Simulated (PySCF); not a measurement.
Estimate the missing entries of this data sheet.

H14O2Si6.
InChI=1S/H14O2Si6/c1-6-8(5,2-3)7-4/h1H,6-7H2,3-5H3/t8-/m1/s1

Conformer (atom-mapped SMILES and torsion angles): `[OH:1][SiH2:2][Si@:3]([SiH3:4])([O:5][SiH3:6])[SiH2:7][SiH3:8]`: O1–Si2–Si3–Si4 -72°, Si2–Si3–O5–Si6 147°, Si2–Si3–Si7–Si8 78°, H–O1–Si2–Si3 70°.

```json
{"property": "point group of the GFN2-xTB geometry", "level": "GFN2-xTB", "value": "C1"}
{"property": "rotational constants A, B, C of the GFN2-xTB geometry", "level": "GFN2-xTB", "value": "?"}
{"property": "dipole moment", "level": "PBE0/pcSseg-1", "value": "?"}
{"property": "HOMO energy", "level": "PBE0/pcSseg-1", "value": "-7.39 eV"}
{"property": "LUMO energy", "level": "PBE0/pcSseg-1", "value": "-1.60 eV"}
{"property": "1H chemical shifts (computed TMS as zero) by class", "level": "GIAO PBE0/pcSseg-1", "value": "?"}
{"property": "isotropic shieldings of nuclei other than C and H, by class", "level": "GIAO PBE0/pcSseg-1", "value": "337 (1 O), 359 (1 O), 354 (1 Si), 376 (1 Si), 392 (1 Si), 464 (1 Si), 465 (1 Si), 469 (1 Si) ppm"}
```

Gas-phase values; electronic properties from PySCF, density fitting. One conformer (not necessarily the lowest) at the GFN2-xTB geometry, without solvent or vibrations. GFN2-xTB frequencies show an imaginary mode (28i cm⁻¹), so this geometry is no minimum at that level. NMR classes are plain means over equivalent atoms (diastereotopic ones count apart unless rotation or inversion swaps them), as if these changed places fast; in this geometry the members of some classes differ.

**Question.** What are the rotational constants A, B, C of the GFN2-xTB geometry?

**Answer.** 0.635, 0.505, 0.408 GHz.

**Question.** The dipole moment?

**Answer.** 1.30 D.

**Question.** The 1H chemical shifts (computed TMS as zero) by class?

**Answer.** 5.80 (1 H), 5.54 (1 H), 4.86 (3 H), 3.79 (1 H), 3.72 (3 H), 3.71 (3 H), 3.54 (1 H), -0.19 (1 H) ppm.

In atomic units the dipole is 0.51 e·bohr (1 au = 2.5417 D). The rotational constants make it an asymmetric top with κ = (2B − A − C)/(A − C) = -0.1, nearer the prolate limit (−1). A dipole of 1.30 D is allowed in C1, and pure rotational transitions are dipole-allowed. With B = h/(8π²I), that is 505.379 GHz u Å² over I, the principal moments of inertia are 795.5, 1000.0 and 1238.2 u Å² (most abundant isotopes); the inertial defect Ic − Ia − Ib is -557.3 u Å² (zero for a rigid planar frame, negative otherwise).
